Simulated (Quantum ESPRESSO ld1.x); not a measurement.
Q: These are the eigenvalues of the occupied orbitals of an atom or ion with whole-number occupations (hartree). Method: Dirac Kohn-Sham, PBEsol, spin-unpolarised, spherical densities, point nucleus; computed with ld1.x of Quantum ESPRESSO 7.5.

1s1/2: -2982.36
2s1/2: -541.421
2p1/2: -519.995
2p3/2: -452.525
3s1/2: -141.985
3p1/2: -132.364
3p3/2: -117.447
3d3/2: -101.500
3d5/2: -98.2899
4s1/2: -44.8674
4p1/2: -40.7461
4p3/2: -37.0583
4d3/2: -30.3001
4d5/2: -29.5947
4f5/2: -20.8715
4f7/2: -20.7085
5f5/2: -11.2566
5f7/2: -11.2119

Which element is it, and in what charge state? The configuration may be excited. Open shells, if any, are shared by 2j + 1.

A: Z = 79, gold, charge +20: Au20+ in [Kr] 4d10 4f12 5f1. The list shows which subshells hold electrons but not how many an open one holds; the 1s level, -2982.4 hartree, gives Z - s = 77.2 by -(Z - s)^2/2, which with screening and relativity narrows Z to a few neighbours, and the depths of the outer levels then fix element, charge and occupations together.
